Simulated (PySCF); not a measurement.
# How methods differ on the excitation energy of He

He 1s2 (1S) → He 1s1 2p1 (3P), as a difference of total energies. Calculation: PySCF 2.14, in dyall-av3z (10s3p2d, 29 functions); scalar relativity by spin-free X2C-1e. Correlated levels: valence: nothing frozen; virtual orbitals above 40 to 60 times the deepest correlated orbital energy dropped. The calculations carry no spin-orbit coupling.

| method | excitation energy (cm⁻¹) |
| --- | --- |
| UHF | 188150 |
| MP2 (valence) | 194950 |
| SCS-MP2 (valence) | 196910 |
| CCSD (valence) | 196010 |

Errors of the correlated levels include the incompleteness of this basis.

Every method misses the reference by a wide margin, which points to the basis or the choice of state and not to the methods.

The promoted electron is Rydberg-like, and one or two diffuse shells describe it only roughly, which tends to raise the upper state.

With two correlated electrons CCSD is exact in that space.

For comparison: 169090 cm⁻¹ (measured; NIST levels, between the centres of gravity of the two terms).
